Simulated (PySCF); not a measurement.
# A small calculation by hand: dipole moment from atomic charges

AlFH₄Si, SMILES [F][AlH][SiH3]. Atoms are numbered in the order given.

```xyz
7

Al     0.1336    -0.6934    -0.6264
F     -1.4175    -0.7468    -1.2139
H      1.1494    -1.7141    -1.2674
Si     0.5650     0.9626     1.1291
H      0.3087     2.3378     0.6286
H      1.9726     0.9014     1.5993
H     -0.3206     0.7341     2.2997
```
Charge 0, spin multiplicity 1.

Geometry optimised at B3LYP-D3(BJ)/def2-TZVP.

Charges (e) from HF/def2-TZVPD in PySCF:

```json
[
 {"atom": "Al1", "IAO": "1.038", "ESP fit": "1.033"},
 {"atom": "F2", "IAO": "-0.640", "ESP fit": "-0.488"},
 {"atom": "H3", "IAO": "-0.258", "ESP fit": "-0.322"},
 {"atom": "Si4", "IAO": "0.307", "ESP fit": "-0.217"},
 {"atom": "H5", "IAO": "-0.147", "ESP fit": "0.008"},
 {"atom": "H6", "IAO": "-0.154", "ESP fit": "-0.023"},
 {"atom": "H7", "IAO": "-0.147", "ESP fit": "0.009"}
]
```

The dipole moment of the full density is 1.51 D.

What dipole moment does each set of point charges give, and which comes closer to that of the density?


μ = Σ q r, and 1 e Å = 4.8032 D.
IAO: Σ q r = (0.621, -0.094, 0.124) e Å, |μ| = 3.07 D.
ESP fit: Σ q r = (0.291, -0.004, 0.097) e Å, |μ| = 1.48 D.
ESP fit comes closer in size. Point charges leave out the atoms' own dipoles (lone pairs, polarised bonds); fits to the potential absorb them, partitions of the density don't.
